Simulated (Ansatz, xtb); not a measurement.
Isomers of C5H3F3O in order of energy

3 gas-phase structures of C5H3F3O, from a drawn sample of its isomers (lower ones may exist). Each was relaxed with GFN2-xTB; where two conformers were screened, the lower at r2SCAN-D4/def2-SVP is listed:

A. `O=CC#CCC(F)(F)F`, a singlet
B. `O=CCC#CC(F)(F)F`, a singlet
C. `C#C[C@@H](C=O)C(F)(F)F`, a singlet

**Question.** Make a reasoned guess at their ranking by r2SCAN-D4/def2-SVP single-point energy.

**Answer.** Calculated order at r2SCAN-D4/def2-SVP: A (0.0), B (27.9), C (29.6) kJ/mol. Less than 1 kcal/mol parts B and C, so the order within that pair means little.

Energies above the lowest of each column, in kJ/mol; the last columns are at B3LYP/def2-SVP geometries:

```json
{"structure": "A", "GFN2-xTB": "0.0", "HF/STO-3G": "0.0", "r2SCAN-D4/def2-SVP": "0.0", "B3LYP/def2-SVP": "0.0", "CCSD(T)/def2-SVP + ΔMP2/def2-TZVPP": "0.0"}
{"structure": "B", "GFN2-xTB": "18.3", "HF/STO-3G": "19.4", "r2SCAN-D4/def2-SVP": "27.9", "B3LYP/def2-SVP": "26.8", "CCSD(T)/def2-SVP + ΔMP2/def2-TZVPP": "26.0"}
{"structure": "C", "GFN2-xTB": "30.8", "HF/STO-3G": "29.9", "r2SCAN-D4/def2-SVP": "29.6", "B3LYP/def2-SVP": "32.6", "CCSD(T)/def2-SVP + ΔMP2/def2-TZVPP": "17.7"}
```

Every level run on A puts it lowest or level with the lowest. CCSD(T)/def2-SVP + ΔMP2/def2-TZVPP orders those it was run on as A (0.0), C (17.7), B (26.0) kJ/mol. Flexible structures stand in one conformer each, not always the lowest. ΔMP2 is the change of the MP2 energy from the smaller to the larger basis.

Programs: Ansatz 0.2.0, xtb 6.7.1.
